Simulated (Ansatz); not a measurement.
`[SiH3][CH2][AlH][CH2]Cl` and `[SiH3][CH2][AlH][TeH]` differ in one atom or group.

Ansatz, PBE0-D4/def2-TZVP geometries, multiplicity 1. Each molecule was computed in one conformer, which needn't be the lowest.

Elements past krypton have def2 core potentials.

```tsv
property	`[SiH3][CH2][AlH][CH2]Cl`
HOMO–LUMO gap (PBE/def2-TZVPP) / eV	5.10
LUMO energy (ωB97M-V/def2-TZVPP) / eV	0.95
size of the dipole moment (ωB97M-V/def2-TZVPP) / D	0.90
HOMO–LUMO gap (B3LYP/def2-TZVPP) / eV	6.79
size of the dipole moment (PBE/def2-TZVPP) / D	0.97
LUMO energy (PBE/def2-TZVPP) / eV	-1.56
```

Problem. Give the same properties after the change, and the shifts. (Estimate.)

Solution. The calculation gave: 
| property | `[SiH3][CH2][AlH][TeH]` | shift |
| --- | --- | --- |
| HOMO–LUMO gap (PBE/def2-TZVPP) / eV | 3.72 | -1.38 |
| LUMO energy (ωB97M-V/def2-TZVPP) / eV | 0.25 | -0.70 |
| size of the dipole moment (ωB97M-V/def2-TZVPP) / D | 1.40 | 0.50 |
| HOMO–LUMO gap (B3LYP/def2-TZVPP) / eV | 5.02 | -1.77 |
| size of the dipole moment (PBE/def2-TZVPP) / D | 1.19 | 0.22 |
| LUMO energy (PBE/def2-TZVPP) / eV | -2.07 | -0.51 |

With PBE0 the HOMO rises by 1.16 eV and the LUMO falls by 0.68 eV, so the gap narrows by about 1.84 eV. PBE moves the HOMO by 0.88 eV and ωB97M-V by 1.33 eV. Dipoles are sizes alone; their direction can turn.

B3LYP here is the variant with VWN-RPA as its local correlation; programs differ in this.

Spin–orbit coupling is left out; it splits and shifts lone-pair levels of the heavy atoms by tenths of an eV.
